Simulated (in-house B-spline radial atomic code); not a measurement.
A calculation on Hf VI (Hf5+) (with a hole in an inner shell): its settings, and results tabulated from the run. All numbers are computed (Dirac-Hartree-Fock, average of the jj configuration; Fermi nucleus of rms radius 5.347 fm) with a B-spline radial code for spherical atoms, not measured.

In the input, a minus or plus after the letter marks the j = l - 1/2 or j = l + 1/2 subshell.

Command:
```bash
python run_scf.py task.json out
```
Settings (nuclear radius in fm, mass in u):
```
Z                72
configuration    1s2 2s2 2p6 3s2 3p6 3d10 4s2 4p6 4d10 4f14 5s2 5p-2 5p+3
hamiltonian      dirac
method           hf
spin_polarised   False
nucleus          fermi
rms_radius       5.347
atomic_mass      179.94656
speed_of_light   137.035999084
```

Output (hartree, bohr):
```
 radial grid: 68 intervals, B-splines of order 8, outer radius 25.4386 bohr

 iter        energy (Eh)    residual
    1      -15077.832763    6.08e-01
    2      -15079.056947    4.77e-01
    3      -15083.145743    4.08e-02
    4      -15083.160516    1.93e-02
    5      -15083.164050    2.28e-03
    6      -15083.164143    8.86e-04
    7      -15083.164151    3.77e-04
    8      -15083.164155    1.24e-04
    9      -15083.164155    5.65e-06
   10      -15083.164155    2.79e-07

 total energy                    -15083.16415
 kinetic                           16862.4731
 electron-nucleus                 -37423.4005
 electron-electron                  5477.7632

 first-order corrections (not in the total)
   Gaunt                            17.4582
   retardation                      -1.8467
   frequency dependence             -0.2895
   self-energy                      12.6110
   Uehling                          -2.2961
   Wichmann-Kroll                    0.0875
   recoil                            0.0286

 orbital      occ     eigenvalue          <r>       <r^2>       <1/r>     <1/r^3>       r_max    small
 1s1/2      2.000     -2418.6271    0.0189866 0.000495038      83.775           -      0.0119  7.33e-02
 2s1/2      2.000      -420.3098    0.0797148   0.0075741     20.3239           -      0.0682  1.66e-02
 2p1/2      2.000      -400.6236    0.0662002  0.00544572     20.2483           -     0.05098  1.66e-02
 2p3/2      4.000      -356.7237    0.0738856  0.00664695     17.2188     14812.7     0.05757  1.51e-02
 3s1/2      2.000       -99.6091     0.207644   0.0494386     7.47103           -       0.192  5.44e-03
 3p1/2      2.000       -90.9133     0.197877   0.0456262     7.37276           -      0.1803  5.37e-03
 3p3/2      4.000       -81.3479     0.212071    0.052209     6.59657     3331.28      0.1938  4.94e-03
 3d3/2      4.000       -66.8321     0.186364   0.0408208     6.46875     569.646      0.1525  4.80e-03
 3d5/2      6.000       -64.7673     0.190756   0.0426375     6.28296     489.863      0.1562  4.68e-03
 4s1/2      2.000       -22.9196     0.468831    0.248207     3.10293           -      0.4381  1.74e-03
 4p1/2      2.000       -19.3188     0.476064    0.258042     2.99008           -      0.4393  1.65e-03
 4p3/2      4.000       -17.1049      0.50759    0.293222     2.73187     748.668      0.4674  1.50e-03
 4d3/2      4.000       -11.1762     0.529837    0.325767     2.50837     111.474      0.4672  1.30e-03
 4d5/2      6.000       -10.7617     0.540994    0.339395     2.44371     94.0033      0.4766  1.26e-03
 4f5/2      6.000        -3.3544     0.644499    0.519655     1.96584     16.2587      0.4553  8.63e-04
 4f7/2      8.000        -3.2808     0.653645     0.53483     1.93898     15.5366      0.4608  8.44e-04
 5s1/2      2.000        -5.0116      1.12819     1.42508     1.17875           -        1.02  3.64e-04
 5p1/2      2.000        -3.8800      1.22945     1.70017     1.06937           -       1.094  3.08e-04
 5p3/2      3.000        -3.5631      1.31239     1.93486     0.98855     104.875        1.17  2.73e-04
```

Run time, properties included: 1.2 s on 1 thread of Intel(R) Xeon(R) 6975P-C (shared host).

For the Dirac Hamiltonian the kinetic term is c α·p + (β - 1)c².
